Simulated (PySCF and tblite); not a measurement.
The numbers below are computed, except where a source is named.
Bond rotations in several molecules: saddles from GFN2-xTB searches, energies PBE0/pcSseg-1 + D3(BJ) // GFN2-xTB, GFN2-xTB thermal terms, Eyring rates at 298.15 K with equivalent paths and no tunnelling (PySCF, tblite). ΔE(end) is the energy of the other minimum.

Question: Order these motions by free-energy barrier at 298.15 K, lowest first.
A. [CH2:1]=[CH:2][C:3](=[O:4])[CH2:5][CH2:6][CH2:7][CH3:8]: rotation about the C2–C3 bond (torsion C1–C2–C3–O4 from 0° to 180°, rising)
B. [CH3:1][S:2][c:3]1[cH:4][cH:5][c:6]([OH:7])[cH:8][cH:9]1: rotation about the C6–O7 bond (torsion C5–C6–O7–H from 180° to 360°, rising)
C. [CH3:1][C:2](=[O:3])[NH:4][C:5]([C:6]#[N:7])=[C:8]([F:9])[F:10]: rotation about the C2–N4 bond (torsion C1–C2–N4–C5 from -180° to 0°, rising)
D. [O:1]=[CH:2][c:3]1[cH:4][cH:5][se:6][n:7]1: rotation about the C3–C2 bond (torsion C4–C3–C2–O1 from 0° to 180°, rising)

Answer: B (2.8 kcal/mol), A (5.9 kcal/mol), D (9.8 kcal/mol), C (13.7 kcal/mol).

Question: Give the values.

Answer: 
| molecule | motion | ΔE‡ (kcal/mol) | ΔG‡ | ΔE(end) | k (s⁻¹) |
| --- | --- | --- | --- | --- | --- |
| [CH3:1][S:2][c:3]1[cH:4][cH:5][c:6]([OH:7])[cH:8][cH:9]1 | rotation about the C6–O7 bond (torsion C5–C6–O7–H from 180° to 360°, rising) | 3.3 | 2.8 | 0.0 | 1.2×10¹¹ |
| [CH2:1]=[CH:2][C:3](=[O:4])[CH2:5][CH2:6][CH2:7][CH3:8] | rotation about the C2–C3 bond (torsion C1–C2–C3–O4 from 0° to 180°, rising) | 5.9 | 5.9 | 0.2 | 5.7×10⁸ |
| [O:1]=[CH:2][c:3]1[cH:4][cH:5][se:6][n:7]1 | rotation about the C3–C2 bond (torsion C4–C3–C2–O1 from 0° to 180°, rising) | 10.0 | 9.8 | 5.1 | 8.6×10⁵ |
| [CH3:1][C:2](=[O:3])[NH:4][C:5]([C:6]#[N:7])=[C:8]([F:9])[F:10] | rotation about the C2–N4 bond (torsion C1–C2–N4–C5 from -180° to 0°, rising) | 13.9 | 13.7 | 0.5 | 1060 |

Such barriers can be off by 1 to 3 kcal/mol. Paths on which GFN2-xTB and DFT differ by 4 kcal/mol or more were left out.

For scale, the study of CSc1ccc(O)cc1 took 96 s on 1 thread of Arm Neoverse V1, shared host (rough), peak memory 0.91 GiB, launched as `OMP_NUM_THREADS=1 python ens_run.py task.json out`.
